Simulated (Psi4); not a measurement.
BBr2, doublet, at a GFN2-xTB geometry; PBE0/6-31G (Psi4 1.11).

Psi4 was given this input:
```
memory 2 GB

molecule {
0 2
Br   -1.63757191   -0.08958501    0.00510133
B    -0.01549352    0.82472876   -0.03127262
Br    1.63978527   -0.02823338   -0.00063381
}

set {
  basis 6-31g
  reference uks
}

energy('pbe0')
print_variables()
```

Question: Predict the main parts of the log of this Psi4 run.

Answer: 
```
   => Loading Basis Set <=

    Name: 6-31G
    Role: ORBITAL
    Keyword: BASIS

         ---------------------------------------------------------
                                   SCF
               by Justin Turney, Rob Parrish, Andy Simmonett
                          and Daniel G. A. Smith
                              UKS Reference
         ---------------------------------------------------------

  ==> Geometry <==

    Molecular point group: cs
    Full point group: Cs

    Geometry (in Angstrom), charge = 0, multiplicity = 2:

       Center              X                  Y                   Z               Mass
    ------------   -----------------  -----------------  -----------------  -----------------
         BR          -0.088419940706     1.637597087020     0.000000000000    78.918337600000
         B            0.826615519794     0.015517821515     0.000000000000    11.009305360000
         BR          -0.026894990519    -1.639761861910     0.000000000000    78.918337600000

  Running in cs symmetry.

  Rotational constants: A =      2.09408  B =      0.03976  C =      0.03902 [cm^-1]
  Rotational constants: A =  62778.99287  B =   1191.97795  C =   1169.76770 [MHz]
  Nuclear repulsion =  297.208710844871405

  Charge       = 0
  Multiplicity = 2
  Electrons    = 75
  Nalpha       = 38
  Nbeta        = 37

  ==> Algorithm <==

  SCF Algorithm Type is DF.
  DIIS enabled.
  MOM disabled.
  Fractional occupation disabled.
  Guess Type is SAD.
  Energy threshold   = 1.00e-06
  Density threshold  = 1.00e-06
  Integral threshold = 1.00e-12

  ==> Primary Basis <==

  Basis Set: 6-31G
    Blend: 6-31G
    Number of shells: 27
    Number of basis functions: 67
    Number of Cartesian functions: 67
    Spherical Harmonics?: false
    Max angular momentum: 2

  ==> DFT Potential <==

   => LibXC <=

    Version 7.1.2
    S. Lehtola, C. Steigemann, M. J. T. Oliveira, and M. A. L. Marques,  SoftwareX 7, 1–5 (2018) (10.1016/j.softx.2017.11.002)

   => Composite Functional: PBE0 <=

    PBE0 Hyb-GGA Exchange-Correlation Functional

    C. Adamo and V. Barone,  J. Chem. Phys. 110, 6158 (1999) (10.1063/1.478522)
    M. Ernzerhof and G. E. Scuseria,  J. Chem. Phys. 110, 5029 (1999) (10.1063/1.478401)

    Deriv               =              1
    GGA                 =           TRUE
    Meta                =          FALSE

    Exchange Hybrid     =           TRUE
    MP2 Hybrid          =          FALSE

   => Exchange Functionals <=

    0.7500   Perdew, Burke & Ernzerhof

   => Exact (HF) Exchange <=

    0.2500               HF

   => Correlation Functionals <=

    1.0000   Perdew, Burke & Ernzerhof

   => LibXC Density Thresholds  <==

    XC_HYB_GGA_XC_PBEH:  1.00E-15

   => Molecular Quadrature <=

    Radial Scheme          =       TREUTLER
    Pruning Scheme         =           NONE
    Nuclear Scheme         =       TREUTLER

    Blocking Scheme        =         OCTREE
    BS radius alpha        =              1
    Pruning alpha          =              1
    Radial Points          =             75
    Spherical Points       =            302
    Total Points           =          61681
    Total Blocks           =            547
    Max Points             =            254
    Max Functions          =             56
    Weights Tolerance      =       1.00E-15

   => Loading Basis Set <=

    Name: (6-31G AUX)
    Role: JKFIT
    Keyword: DF_BASIS_SCF

  ==> Integral Setup <==

  SCF_SUBTYPE=INCORE selected. In-core MEM_DF algorithm will be used.
  Using in-core AOs.

  ==> MemDFJK: Density-Fitted J/K Matrices <==

    J tasked:                   Yes
    K tasked:                   Yes
    wK tasked:                   No
    Algorithm:                 Core
    Schwarz Cutoff:           1E-12
    Mask sparsity (%):      19.1134
    Fitting Condition:        1E-10

   => Auxiliary Basis Set <=

  Basis Set: (6-31G AUX)
    Blend: CC-PVDZ-JKFIT
    Number of shells: 118
    Number of basis functions: 499
    Number of Cartesian functions: 499
    Spherical Harmonics?: false
    Max angular momentum: 3

  Minimum eigenvalue in the overlap matrix is 1.1323572090E-03.
  Reciprocal condition number of the overlap matrix is 2.4988949145E-04.
    Using symmetric orthogonalization.

  ==> Pre-Iterations <==

  SCF Guess: Superposition of Atomic Densities via on-the-fly atomic UHF (no occupation information).

   -------------------------
    Irrep   Nso     Nmo
   -------------------------
     A'        49      49
     A"        18      18
   -------------------------
    Total      67      67
   -------------------------

  ==> Iterations <==

                           Total Energy        Delta E     RMS |[F,P]|

   @DF-UKS iter SAD: -5168.57587148823677   -5.16858e+03   0.00000e+00
   @DF-UKS iter   1: -5170.89675993885703   -2.32089e+00   4.06516e-02 DIIS/ADIIS
   @DF-UKS iter   2: -5170.95132619375818   -5.45663e-02   3.39789e-02 DIIS/ADIIS
   @DF-UKS iter   3: -5171.39471839916223   -4.43392e-01   3.70328e-03 DIIS/ADIIS
   @DF-UKS iter   4: -5171.42395050109371   -2.92321e-02   5.97856e-04 DIIS/ADIIS
   @DF-UKS iter   5: -5171.42463137308550   -6.80872e-04   3.75397e-05 DIIS
   @DF-UKS iter   6: -5171.42463956806114   -8.19498e-06   1.47209e-05 DIIS
   @DF-UKS iter   7: -5171.42464082436891   -1.25631e-06   3.88160e-06 DIIS
   @DF-UKS iter   8: -5171.42464090916837   -8.47995e-08   9.65744e-07 DIIS
  Energy and wave function converged.

  ==> Post-Iterations <==

   Electrons on quadrature grid:
      Nalpha   =   38.0000046347 ; deviation = 4.635e-06
      Nbeta    =   37.0000050444 ; deviation = 5.044e-06
      Ntotal   =   75.0000096792 ; deviation = 9.679e-06

   @Spin Contamination Metric:   3.907586342E-03
   @S^2 Expected:                7.500000000E-01
   @S^2 Observed:                7.539075863E-01
   @S   Expected:                5.000000000E-01
   @S   Observed:                5.000000000E-01

    Orbital Energies [Eh]
    ---------------------

    Alpha Occupied:

[...]
    Alpha Virtual:

[...]
    Beta Occupied:

[...]
      27Ap    -0.321717

    Beta Virtual:

[...]
    Final Occupation by Irrep:
             Ap   App
    DOCC [    27,   10 ]
    SOCC [     1,    0 ]
    NA   [    28,   10 ]
    NB   [    27,   10 ]

  @DF-UKS Final Energy: -5171.42464090916837

   => Energetics <=

    Nuclear Repulsion Energy =            297.2087108448714048
    One-Electron Energy =               -7789.6187284788202305
    Two-Electron Energy =                2461.3391398625062720
    DFT Exchange-Correlation Energy =    -140.3537631377259061
    Empirical Dispersion Energy =           0.0000000000000000
    VV10 Nonlocal Energy =                  0.0000000000000000
    Total Energy =                      -5171.4246409091683745

  UHF NO Occupations:
  HONO-2 :   27 Ap 1.9995770
  HONO-1 :   10App 1.9986545
  HONO-0 :   28 Ap 1.0000000
  LUNO+0 :   11App 0.0013455
  LUNO+1 :   29 Ap 0.0004230
  LUNO+2 :   30 Ap 0.0001479
  LUNO+3 :   31 Ap 0.0000290

Computation Completed

Properties will be evaluated at   0.000000,   0.000000,   0.000000 [a0]

Properties computed using the SCF density matrix

 Multipole Moments:

 ------------------------------------------------------------------------------------
     Multipole            Electronic (a.u.)      Nuclear  (a.u.)        Total (a.u.)
 ------------------------------------------------------------------------------------

 L = 1.  Multiply by 2.5417464519 to convert [e a0] to [Debye]
 Dipole X            :         -0.2951170            0.1834074           -0.1117096
 Dipole Y            :         -0.0055402            0.0034431           -0.0020971
 Dipole Z            :          0.0000000            0.0000000            0.0000000
 Magnitude           :                                                    0.1117293

 ------------------------------------------------------------------------------------

  Variable Map:
  ----------------------------------------------------------------------------
[...]
  Array Variable Map:
  ----------------------------------------------------------------------------
[...]
[...]
```
